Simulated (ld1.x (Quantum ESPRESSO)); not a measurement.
# u(r) = r·R(r): atom against pseudo-atom (F)

Columns: radius, all-electron u(r) and pseudo u(r) of the 2s shell (level -47.18 eV) of fluorine in the configuration [He] 2s2 2p4; PBEsol, scalar-relativistic, TM scheme, ld1.x (Quantum ESPRESSO) 7.5.

```json
{"r (bohr)": "0.088", "all-electron": "0.4689", "pseudo": "-0.1150"}
{"r (bohr)": "0.175", "all-electron": "0.2790", "pseudo": "-0.2375"}
{"r (bohr)": "0.262", "all-electron": "-0.0785", "pseudo": "-0.3772"}
{"r (bohr)": "0.350", "all-electron": "-0.4259", "pseudo": "-0.5396"}
{"r (bohr)": "0.438", "all-electron": "-0.6982", "pseudo": "-0.7145"}
{"r (bohr)": "0.525", "all-electron": "-0.8833", "pseudo": "-0.8740"}
{"r (bohr)": "0.612", "all-electron": "-0.9935", "pseudo": "-0.9884"}
{"r (bohr)": "0.700", "all-electron": "-1.0439", "pseudo": "-1.0434"}
{"r (bohr)": "0.788", "all-electron": "-1.0485", "pseudo": "-1.0485"}
{"r (bohr)": "0.875", "all-electron": "-1.0214", "pseudo": "-1.0214"}
{"r (bohr)": "0.962", "all-electron": "-0.9733", "pseudo": "-0.9733"}
{"r (bohr)": "1.050", "all-electron": "-0.9115", "pseudo": "-0.9115"}
{"r (bohr)": "1.138", "all-electron": "-0.8425", "pseudo": "-0.8425"}
{"r (bohr)": "1.225", "all-electron": "-0.7717", "pseudo": "-0.7717"}
{"r (bohr)": "1.312", "all-electron": "-0.7010", "pseudo": "-0.7010"}
{"r (bohr)": "1.400", "all-electron": "-0.6318", "pseudo": "-0.6318"}
{"r (bohr)": "1.487", "all-electron": "-0.5669", "pseudo": "-0.5669"}
{"r (bohr)": "1.575", "all-electron": "-0.5056", "pseudo": "-0.5056"}
{"r (bohr)": "1.662", "all-electron": "-0.4497", "pseudo": "-0.4497"}
{"r (bohr)": "1.750", "all-electron": "-0.3981", "pseudo": "-0.3981"}
{"r (bohr)": "1.838", "all-electron": "-0.3513", "pseudo": "-0.3513"}
{"r (bohr)": "1.925", "all-electron": "-0.3097", "pseudo": "-0.3097"}
{"r (bohr)": "2.012", "all-electron": "-0.2724", "pseudo": "-0.2724"}
{"r (bohr)": "2.100", "all-electron": "-0.2387", "pseudo": "-0.2387"}
{"r (bohr)": "2.188", "all-electron": "-0.2089", "pseudo": "-0.2089"}
{"r (bohr)": "2.275", "all-electron": "-0.1828", "pseudo": "-0.1828"}
```

Question: How many radial nodes do the two functions have?

Answer: The all-electron 2s function has n − l − 1 = 1; the pseudo-wave has 0, since the states of the same l below it are removed with the core.

Question: At about which radius was the pseudo-wave matched?

Answer: 0.80 bohr. The columns agree to 0.0005 from 0.70 bohr on; several derivatives are matched, so the curves merge somewhat inside the radius.

Question: Is the pseudo-wave norm-conserving?

Answer: Yes: the TM scheme keeps the norm inside the radius equal to the all-electron one, which fixes the energy derivative of the logarithmic derivative at the level.
